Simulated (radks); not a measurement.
Results of a calculation; reference values are marked as such.
Spherical quantum dot in the effective-mass picture: electrons in a well V = -V0 / (1 + exp((r - R)/a)) with V0 = 5.71, R = 4.6, a = 0.46, with a point charge +1 (a donor) at the centre, all in effective atomic units (hartree* = m*/eps^2 hartree, bohr* = eps/m* bohr), one dielectric constant everywhere. Level of theory: non-relativistic Kohn-Sham, PBE, spin-polarised, spherical densities (a radial shooting solver with Libxc functionals). Levels are named by radial order and angular momentum (1s, 1p, 1d, 2s, ...), and open shells are averaged over m. Results are scaled to m* = 0.355 and eps = 5.9, for which hartree* = 277.5 meV and bohr* = 0.8795 nm. Each electron was tried in the lowest free levels, single moves between levels near the top were tried too, and the lowest total energy was kept; such a search can miss a lower state. The series stops at N = 17: beyond it a trial failed or the search could not be trusted, so later rows were left out. At N = 1 the Hartree and exchange-correlation terms need not cancel, so that row can carry a self-interaction error.

\begin{tabular}{lrrrrr}
N & open shells & 2S & E (meV) & addition energy mu(N+1) - mu(N) (meV) & e(HOMO) (meV) \\ \hline
1 & 1s(up 1, down 0) & 1 & -1714.35 & 166.2 & -1645.2 \\
2 & none & 0 & -3262.51 & 219.6 & -1495.2 \\
3 & 1p(up 1, down 0) & 1 & -4591.11 & 80.48 & -1289.4 \\
4 & 1p(up 2, down 0) & 2 & -5839.22 & 83.57 & -1206.4 \\
5 & 1p(up 3, down 0) & 3 & -7003.77 & 108.5 & -1122.7 \\
6 & 1p(up 3, down 1) & 2 & -8059.83 & 75.64 & -1019.0 \\
7 & 1p(up 3, down 2) & 1 & -9040.25 & 78.13 & -941.51 \\
8 & none & 0 & -9942.53 & 159.2 & -863.01 \\
9 & 2s(up 1, down 0) & 1 & -10685.6 & 74.75 & -699.06 \\
10 & 1d(up 2, down 0) & 2 & -11353.9 & 73.48 & -631.83 \\
11 & 1d(up 3, down 0) & 3 & -11948.8 & 73.89 & -557.86 \\
12 & 1d(up 4, down 0) & 4 & -12469.7 & 73.66 & -484.07 \\
13 & 1d(up 5, down 0) & 5 & -12917.0 & 87.33 & -410.56 \\
14 & 1d(up 5, down 0) 2s(up 1, down 0) & 6 & -13276.9 & 81.62 & -315.85 \\
15 & 1d(up 5, down 1) 2s(up 1, down 0) & 5 & -13555.3 & 67.19 & -240.48 \\
16 & 1d(up 5, down 3) & 2 & -13766.4 & 69.35 & -177.16 \\
17 & 1d(up 5, down 4) & 1 & -13908.2 & - & -106.46 \\
\end{tabular}

All shells are closed at N = 2, 8 (there: 1s2 1p6); the second difference of the energy has clear peaks (12 % above both neighbours; the first and last values, which can be the largest, are not judged, and half-filled shells can peak too) at N = 2, 5, 8.
